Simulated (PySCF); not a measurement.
Compound: Br2.
InChI=1S/Br2/c1-2

The calculation used PBE0/def2-TZVP geometry optimisation, gas phase (PySCF 2.14.0).

Take the most abundant isotopes and a rigid rotor. 

**Question.** What are the moment of inertia and the rotational constant?

**Answer.** I = 205.355 u·Å², B = 505379 MHz·u·Å²/I = 2461 MHz (0.0821 cm⁻¹, or 0.118 K as hB/k). For two atoms I = μr² with μ = 39.4592 u and r = 2.2813 Å.

**Question.** List the first levels of a rigid rotor in a Σ state.

**Answer.** E(J) = BJ(J+1): J = 1: 0.164, J = 2: 0.493, J = 3: 0.985, J = 4: 1.642, J = 5: 2.463, J = 6: 3.448 cm⁻¹.

**Question.** Has it a pure rotational spectrum?

**Answer.** Not by electric dipole: D∞h allows no dipole (computed 0.00 D). Rotational Raman lines (ΔJ = 2) lie at B(4J + 6), spaced by 4B = 0.328 cm⁻¹, with nuclear-spin weights that differ between even and odd J.

Stationary, but not proved a minimum. Constants of a rigid frame at the computed geometry: no zero-point averaging, no centrifugal distortion.
